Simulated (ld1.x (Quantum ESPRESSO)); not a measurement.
**Before and after: TM potential for iodine**

I, norm-conserving Troullier–Martins (Kleinman–Bylander form), made with ld1.x (Quantum ESPRESSO) 7.5 (PBE, scalar-relativistic). Core [Kr] 4d10, reference 5s1.5 5p5.5. Waves: 5s (bound): rc 1.45 bohr; 5p (bound): rc 1.60 bohr. Local part: the p channel. Core correction: none.

Change: core correction a·sin(br)/r model core inside 1.14 bohr.

Cutoffs: the cutoffs (Ry, on a coarse ladder) from which the occupation-weighted sum of valence levels, in a spherical-Bessel basis at the reference potential, stays within 10 and 1 mRy of its value at 400 Ry; they do not see the model core or the augmentation charge, which bear on the density cutoff. Errors are all-electron minus pseudo energies relative to the spin-unpolarised reference configuration.

What does the change do?

The potential gets neither clearly harder nor softer (60 Ry and 120 Ry → 60 Ry and 120 Ry); both files keep a bound ghost (s); of the 7 tests that both files solve, the error grows in 2 and shrinks in 4 by more than 15 % and 0.3 meV (median size 3.3 → 2.7 meV). A model core, the more so a compact one, raises the density cutoff, which this test does not measure.

| quantity | base | changed |
| --- | --- | --- |
| cutoff, loose | 60 Ry | 60 Ry |
| cutoff, tight | 120 Ry | 120 Ry |
| bound ghosts | s | s |
| error for 5s2 5p5, meV [ΔE -5.18 eV] | +2.9 | -1.2 |
| error for 5s2 5p4, meV [ΔE 5.95 eV] | -2.7 | -2.6 |
| error for 5s2 5p3, meV [ΔE 25.79 eV] | -18 | -7.5 |
| error for 5s1 5p5, meV [ΔE 16.93 eV] | +3.3 | -2.7 |
| error for 5s2 5p4.5, meV [ΔE -0.65 eV] | +0.7 | -2.1 |
| error for 5s2 5p2, meV [ΔE 55.12 eV] | -55 | -38 |
| error for 5s2 5p1, meV [ΔE 94.55 eV] | -124 | -145 |
| s: phases at 1.75 bohr within 0.05 rad from the reference energy up to (Ry; the scan ends near 5) | to the end of the scan | to the end of the scan |
| p: phases at 1.75 bohr within 0.05 rad from the reference energy up to (Ry; the scan ends near 5) | 0.6 | 0.6 |

 A true bound ghost makes a file unfit for plane-wave use even where its test errors are small: the radial tests pick states by their node count and pass the ghost by.
